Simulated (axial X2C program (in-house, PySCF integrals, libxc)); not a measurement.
**Low determinants of RhH at the PBE0 level, with spin–orbit coupling**

All values were computed with an in-house relativistic program for diatomic molecules. Two-component (2c) means X2C with spin–orbit coupling and atomic mean-field two-electron Coulomb and Gaunt terms. Basis: Rh dyall-cv3z [12s12p8d5f3g], H dyall-v3z [6s2p1d] (cores contracted in-house); Gaussian nuclei, density fitting, unrestricted open shells. Masses: Rh 102.906 u, H 1.008 u.

Search at 1.570 Å (vertical energies from the lowest determinant):

```
ΔE (eV)  state  electrons beyond evenly filled partner blocks  electrons in ±ω = 1/2, 3/2, 5/2, 7/2
   0.00  Ω = 3                               ω = 1/2, ω = 5/2                             29 14 3 0
   0.26  Ω = 1                              ω = -1/2, ω = 3/2                             29 13 4 0
   0.54  Ω = 2                              ω = -1/2, ω = 5/2                             29 14 3 0
   0.62  Ω = 2                               ω = 1/2, ω = 3/2                             29 13 4 0
   0.65  Ω = 0                                           none                             28 14 4 0
   0.82  Ω = 4                               ω = 3/2, ω = 5/2                             30 13 3 0
   1.01  Ω = 1                                    2 × ω = 1/2                             28 14 4 0
```

Lowest determinant, Ω = 3 (⟨Sz⟩ = 1.00, ⟨Lz⟩ = 2.00 at PBE0): Re = 1.553 Å, ωe = 2005.0 cm⁻¹.

The determinant in row 2 of the search, Ω = 1 (⟨Sz⟩ = -0.96, ⟨Lz⟩ = 1.96 at PBE0), was followed along the bond at PBE0; measured from the minimum of the lowest determinant it gives:

Te = 0.258 eV (2085 cm⁻¹), Re = 1.554 Å, ωe = 2000.8 cm⁻¹.

**Question.** Compare the bond of the determinant in row 2 with that of the lowest one.

**Answer.** At PBE0 its Re is 0.001 Å longer and its force constant, which goes as ωe², is 1.00 times that of the lowest determinant. T0 ≈ Te + Δωe/2 = 2085 + (-2) = 2083 cm⁻¹.

The search compares states at one distance, so a state with another bond length can lie lower; it is not exhaustive and yields mostly the lowest determinant of each block pattern, so other components and higher states of one pattern are missing. These are energies of single determinants, not of spin-adapted states; PBE0 term energies can be off by some tenths of an eV, and the functional has no current term. Open-shell Ω = 0 determinants with evenly filled partner blocks cannot be reached by this program, so the Ω shown need not be the lowest component. The lowest determinant need not be the ground state where others lie within half an eV.
